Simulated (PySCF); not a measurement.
C₅H₈GaNO, singlet, GFN2-xTB optimised geometry.

```
16

Ga    -2.76     0.17     0.00
H     -3.08    -0.70    -1.24
H     -3.08     1.68     0.00
O     -2.89    -0.63     1.53
H     -3.53    -0.95     2.15
C      2.02    -0.08     0.44
C      1.35     1.08     0.81
C     -0.02     1.16     0.58
N     -0.69     0.17     0.00
C     -0.06    -0.94    -0.35
C      1.30    -1.11    -0.15
H      3.08    -0.17     0.61
H      1.87     1.90     1.28
H     -0.61     2.02     0.85
H     -0.68    -1.70    -0.80
H      1.79    -2.02    -0.45
```

Density from CAM-B3LYP/def2-TZVP (PySCF) at that geometry.

Minimum of the electron density along straight lines between bonded atoms, close to the bond critical point (lines longer than 1.1 times the sum of covalent radii, or with two minima, are not listed):

```
bond     length / Å  ρ at the minimum / e bohr⁻³  ∇²ρ there / e bohr⁻⁵  position (fraction from the first atom)
-------  ----------  ---------------------------  --------------------  ---------------------------------------
Ga1–H2        1.546                        0.118                  0.18                                     0.60
Ga1–H3        1.546                        0.118                  0.18                                     0.60
Ga1–O4        1.730                        0.144                  0.91                                     0.49
O4–H5         0.950                        0.362                 -2.47                                     0.81
C6–C7         1.387                        0.324                 -0.98                                     0.50
C7–C8         1.384                        0.328                 -1.00                                     0.49
Ga1–N9        2.072                        0.076                  0.29                                     0.47
C8–N9         1.324                        0.356                 -1.14                                     0.36
N9–C10        1.324                        0.356                 -1.14                                     0.64
C6–C11        1.387                        0.324                 -0.98                                     0.50
C10–C11       1.384                        0.328                 -1.00                                     0.51
C6–H12        1.080                        0.291                 -1.07                                     0.65
C7–H13        1.079                        0.290                 -1.06                                     0.65
C8–H14        1.085                        0.293                 -1.09                                     0.66
C10–H15       1.085                        0.293                 -1.09                                     0.66
C11–H16       1.079                        0.290                 -1.06                                     0.65
```
